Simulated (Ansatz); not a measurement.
Ansatz (a quantum-chemistry and plane-wave program) input (B3LYP/LANL2DZ): The .json file is the Basis Set Exchange's LANL2DZ.

Ansatz 0.2 input:
```yaml
crystal:
  periodic: [false, false, false]
  atoms:
    - {symbol: In, position_ang: [-0.13683600, -0.18693400, -0.23208100]}
    - {symbol: O, position_ang: [0.64354300, 0.98234700, 1.27948700]}
    - {symbol: H, position_ang: [1.55663100, 1.30096800, 1.13609200]}
basis:
  gaussian:
    orbitals: LANL2DZ.json
hamiltonian:
  xc: {name: B3LYP}
total_charge: 1
magnetization: {spin_polarized: true, initial_magnetization: 1}
relax: {f_tol: 0.003, max_steps: 120}
```

Output:

```
Functional definition: B3LYP
integrals: 0.01 GiB planned
316 factors; integrals over basis functions are off by at most 4.9e-5 eV
mean field: 0.07 GiB planned
mean field evaluation 1: about -2081.4236 eV, gradient 7.1e1 eV
mean field evaluation 2: about -1876.0021 eV, gradient 1.3e2 eV
mean field evaluation 4: about -2105.3849 eV, gradient 1.3e1 eV
mean field evaluation 8: about -2106.5259 eV, gradient 1.8e-1 eV
mean field evaluation 16: about -2106.5206 eV, gradient 4.3e-5 eV
mean field -2106.52064841 eV, -77.4132059780 hartree, gradient 4.3e-5 eV, S^2 0.764999; 1 other end points of the search recorded, 0 dependent functions left out
the calculation of the forces begins
reference -2106.52081945 eV, -77.4132122636 hartree; 6, 5 occupied and 13, 14 virtual orbitals, 316 factors
relax step   1: F+E_penalty+E_count = -2106.52064841 eV  Δ(F+E_penalty+E_count) = +0.000e0 eV  max|allowed force component| = 1.137e0 eV/Å  Δτ_max = 0.0000 Å  (40 SCF iters, accepted)
these checks for a lower state are left out or cut short: starts, cluster_reference, orbital_swaps, neighbouring_geometries, increment
integrals: 0.01 GiB planned
316 factors; integrals over basis functions are off by at most 4.9e-5 eV
mean field: 0.07 GiB planned
mean field -2106.63380378 eV, -77.4173643612 hartree, gradient 1.3e-5 eV, S^2 0.763536; 0 other end points of the search recorded, 0 dependent functions left out
the calculation of the forces begins
reference -2106.63397511 eV, -77.4173706577 hartree; 6, 5 occupied and 13, 14 virtual orbitals, 316 factors
relax step   2: F+E_penalty+E_count = -2106.63380378 eV  Δ(F+E_penalty+E_count) = -1.132e-1 eV  max|allowed force component| = 7.625e-1 eV/Å  Δτ_max = 0.0799 Å  (31 SCF iters, accepted)
these checks for a lower state are left out or cut short: starts, cluster_reference, orbital_swaps, neighbouring_geometries, increment
integrals: 0.01 GiB planned
316 factors; integrals over basis functions are off by at most 4.2e-5 eV
mean field: 0.07 GiB planned
mean field evaluation 32: about -2106.5440 eV, gradient 6.8e-1 eV
mean field -2106.57628812 eV, -77.4152506997 hartree, gradient 1.3e-5 eV, S^2 0.753990; 0 other end points of the search recorded, 0 dependent functions left out
the calculation of the forces begins
reference -2106.57646018 eV, -77.4152570229 hartree; 6, 5 occupied and 13, 14 virtual orbitals, 316 factors
relax step   3: F+E_penalty+E_count = -2106.57628812 eV  Δ(F+E_penalty+E_count) = +5.752e-2 eV  max|allowed force component| = 2.241e0 eV/Å  Δτ_max = 0.1334 Å  (32 SCF iters, rejected (line search))
these checks for a lower state are left out or cut short: starts, cluster_reference, orbital_swaps, neighbouring_geometries, increment
integrals: 0.01 GiB planned
316 factors; integrals over basis functions are off by at most 4.3e-5 eV
mean field: 0.07 GiB planned
mean field -2106.69583679 eV, -77.4196440322 hartree, gradient 1.3e-5 eV, S^2 0.760222; 0 other end points of the search recorded, 0 dependent functions left out
the calculation of the forces begins
reference -2106.69600851 eV, -77.4196503430 hartree; 6, 5 occupied and 13, 14 virtual orbitals, 316 factors
relax step   4: F+E_penalty+E_count = -2106.69583679 eV  Δ(F+E_penalty+E_count) = -6.203e-2 eV  max|allowed force component| = 7.233e-1 eV/Å  Δτ_max = 0.0667 Å  (30 SCF iters, accepted)
these checks for a lower state are left out or cut short: starts, cluster_reference, orbital_swaps, neighbouring_geometries, increment
integrals: 0.01 GiB planned
316 factors; integrals over basis functions are off by at most 4.0e-5 eV
mean field: 0.07 GiB planned
mean field -2106.72494998 eV, -77.4207139222 hartree, gradient 2.6e-5 eV, S^2 0.756146; 0 other end points of the search recorded, 0 dependent functions left out
the calculation of the forces begins
reference -2106.72512278 eV, -77.4207202727 hartree; 6, 5 occupied and 13, 14 virtual orbitals, 316 factors
relax step   5: F+E_penalty+E_count = -2106.72494998 eV  Δ(F+E_penalty+E_count) = -2.911e-2 eV  max|allowed force component| = 8.548e-2 eV/Å  Δτ_max = 0.0514 Å  (30 SCF iters, accepted)
these checks for a lower state are left out or cut short: starts, cluster_reference, orbital_swaps, neighbouring_geometries, increment
integrals: 0.01 GiB planned
316 factors; integrals over basis functions are off by at most 3.6e-5 eV
mean field: 0.07 GiB planned
mean field -2106.72629385 eV, -77.4207633085 hartree, gradient 1.3e-5 eV, S^2 0.754626; 0 other end points of the search recorded, 0 dependent functions left out
the calculation of the forces begins
reference -2106.72646772 eV, -77.4207696983 hartree; 6, 5 occupied and 13, 14 virtual orbitals, 316 factors
relax step   6: F+E_penalty+E_count = -2106.72629385 eV  Δ(F+E_penalty+E_count) = -1.344e-3 eV  max|allowed force component| = 1.282e-1 eV/Å  Δτ_max = 0.0465 Å  (29 SCF iters, accepted)
these checks for a lower state are left out or cut short: starts, cluster_reference, orbital_swaps, neighbouring_geometries, increment
integrals: 0.01 GiB planned
316 factors; integrals over basis functions are off by at most 3.7e-5 eV
mean field: 0.07 GiB planned
mean field evaluation 64: about -2106.7262 eV, gradient 7.1e-1 eV
mean field -2106.72679196 eV, -77.4207816137 hartree, gradient 1.3e-5 eV, S^2 0.755169; 0 other end points of the search recorded, 0 dependent functions left out
the calculation of the forces begins
reference -2106.72696549 eV, -77.4207879909 hartree; 6, 5 occupied and 13, 14 virtual orbitals, 316 factors
relax step   7: F+E_penalty+E_count = -2106.72679196 eV  Δ(F+E_penalty+E_count) = -4.981e-4 eV  max|allowed force component| = 4.089e-3 eV/Å  Δτ_max = 0.0155 Å  (29 SCF iters, accepted)
these checks for a lower state are left out or cut short: starts, cluster_reference, orbital_swaps, neighbouring_geometries, increment
integrals: 0.01 GiB planned
316 factors; integrals over basis functions are off by at most 3.7e-5 eV
mean field: 0.07 GiB planned
mean field -2106.72679233 eV, -77.4207816276 hartree, gradient 1.8e-5 eV, S^2 0.755169; 0 other end points of the search recorded, 0 dependent functions left out
the calculation of the forces begins
reference -2106.72696587 eV, -77.4207880049 hartree; 6, 5 occupied and 13, 14 virtual orbitals, 316 factors
relax step   8: F+E_penalty+E_count = -2106.72679233 eV  Δ(F+E_penalty+E_count) = -3.778e-7 eV  max|allowed force component| = 1.052e-4 eV/Å  Δτ_max = 0.0002 Å  (20 SCF iters, accepted)
integrals: 0.01 GiB planned
316 factors; integrals over basis functions are off by at most 3.7e-5 eV
mean field: 0.07 GiB planned
mean field evaluation 96: about -2105.1887 eV, gradient 1.1e1 eV
mean field -2106.72679233 eV, -77.4207816276 hartree, gradient 1.8e-5 eV, S^2 0.755169; 3 other end points of the search recorded, 0 dependent functions left out
the calculation of the forces begins
reference -2106.72696587 eV, -77.4207880049 hartree; 6, 5 occupied and 13, 14 virtual orbitals, 316 factors
Total energy: -2106.72696587 eV, -77.4207880049 hartree
Atom 0 at    -0.172459    -0.161152    -0.156869 Å, force     0.000084     0.000094     0.000105 eV/Å
Atom 1 at     0.698808     0.896095     1.078538 Å, force    -0.000052    -0.000069    -0.000084 eV/Å
Atom 2 at     1.536989     1.361438     1.261829 Å, force    -0.000031    -0.000025    -0.000021 eV/Å
Dipole moment:     0.043199    -0.149556    -0.306713 e Å
```

The dipole moment of an ion depends on the origin.

The geometry given is a B3LYP-D3(BJ)/def2-TZVP minimum.
